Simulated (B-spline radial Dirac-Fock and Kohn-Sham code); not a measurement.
# X-ray form factors of europium in several charge states

These are calculated numbers from a radial atomic solver; the model is Dirac-Fock densities.

Configurations: Eu²²⁺ [Kr] 4d5; Eu²⁶⁺ [Kr] 4d1; Eu²⁹⁺ [Ar] 3d10 4s2 4p4; Eu³⁰⁺ [Ar] 3d10 4s2 4p3. The first column is f₀ of Eu²²⁺, the others are differences from it.

```
s (Å⁻¹)   Eu²²⁺  Δ Eu²⁶⁺  Δ Eu²⁹⁺  Δ Eu³⁰⁺
      0  41.000   -4.000   -7.000   -8.000
   0.05  40.894   -3.969   -6.949   -7.943
    0.1  40.578   -3.878   -6.800   -7.775
   0.15  40.062   -3.730   -6.556   -7.502
    0.2  39.359   -3.532   -6.228   -7.133
   0.25  38.488   -3.289   -5.826   -6.681
    0.3  37.471   -3.012   -5.365   -6.162
   0.35  36.334   -2.710   -4.859   -5.592
    0.4  35.103   -2.392   -4.325   -4.988
   0.45  33.804   -2.069   -3.777   -4.369
    0.5  32.465   -1.750   -3.233   -3.751
    0.6  29.763   -1.156   -2.202   -2.578
    0.7  27.162   -0.657   -1.317   -1.563
    0.8  24.780   -0.280   -0.627   -0.765
    0.9  22.679   -0.028   -0.143   -0.199
      1  20.874   +0.114   +0.148   +0.149
    1.1  19.344   +0.167   +0.281   +0.315
    1.2  18.049   +0.159   +0.297   +0.345
    1.4  15.960   +0.056   +0.141   +0.176
    1.6  14.254   -0.059   -0.071   -0.068
```
